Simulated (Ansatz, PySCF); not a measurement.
SiH4 (SMILES [SiH4]) and AsH3 (SMILES [AsH3]) are pulled apart as rigid monomers along the line of their centres of mass, from the B3LYP-D3(BJ)/def2-TZVP minimum. Starting geometry (charge 0, multiplicity 1):
```csv
atom,x (Å),y (Å),z (Å)
Si,0.0047,-0.0823,0.1973
H,0.3140,-0.6296,-1.1431
H,-1.4219,0.3073,0.2561
H,0.8518,1.1025,0.4583
H,0.2739,-1.1135,1.2247
As,0.1119,0.4385,4.1774
H,-0.6262,1.0291,5.3751
H,-0.7231,-0.8361,4.2204
H,-0.8503,1.0968,3.1939
```

Interaction energies with rigid monomers; basis-set methods are counterpoise corrected unless marked otherwise.

Rows in 3-21G, 6-31G* carry no dispersion term and start afresh at each structure (6-31G* with six Cartesian d functions); the Pople sets are all-electron and without relativity.

Programs: Ansatz (a first-principles code); PySCF for 3-21G rows, 6-31G* rows, the dispersion terms. Values without a source in brackets are computed.

```json
[
 {"Si1···H9 (Å)": "3.02", "HF/def2-SVPD (meV)": "120.0", "PBE/def2-TZVPPD (meV)": "26.6", "B3LYP/3-21G (no counterpoise) (meV)": "40.9", "B3LYP/6-31G* (no counterpoise) (meV)": "77.2", "B3LYP-D3(BJ)/def2-TZVPPD (meV)": "-33.6"},
 {"Si1···H9 (Å)": "3.33", "HF/def2-SVPD (meV)": "43.7", "PBE/def2-TZVPPD (meV)": "-4.6", "B3LYP/3-21G (no counterpoise) (meV)": "-3.2", "B3LYP/6-31G* (no counterpoise) (meV)": "…", "B3LYP-D3(BJ)/def2-TZVPPD (meV)": "-55.1"},
 {"Si1···H9 (Å)": "3.80", "HF/def2-SVPD (meV)": "9.5", "PBE/def2-TZVPPD (meV)": "-11.4", "B3LYP/3-21G (no counterpoise) (meV)": "-8.4", "B3LYP/6-31G* (no counterpoise) (meV)": "5.0", "B3LYP-D3(BJ)/def2-TZVPPD (meV)": "-40.1"},
 {"Si1···H9 (Å)": "4.60", "HF/def2-SVPD (meV)": "1.0", "PBE/def2-TZVPPD (meV)": "-5.0", "B3LYP/3-21G (no counterpoise) (meV)": "…", "B3LYP/6-31G* (no counterpoise) (meV)": "0.8", "B3LYP-D3(BJ)/def2-TZVPPD (meV)": "-14.4"},
 {"Si1···H9 (Å)": "5.90", "HF/def2-SVPD (meV)": "0.2", "PBE/def2-TZVPPD (meV)": "-0.4", "B3LYP/3-21G (no counterpoise) (meV)": "0.3", "B3LYP/6-31G* (no counterpoise) (meV)": "0.3", "B3LYP-D3(BJ)/def2-TZVPPD (meV)": "-3.6"}
]
```

Fill in the missing entries.


- 4.60, B3LYP/3-21G (no counterpoise) (meV): -0.8
- 3.33, B3LYP/6-31G* (no counterpoise) (meV): 25.6
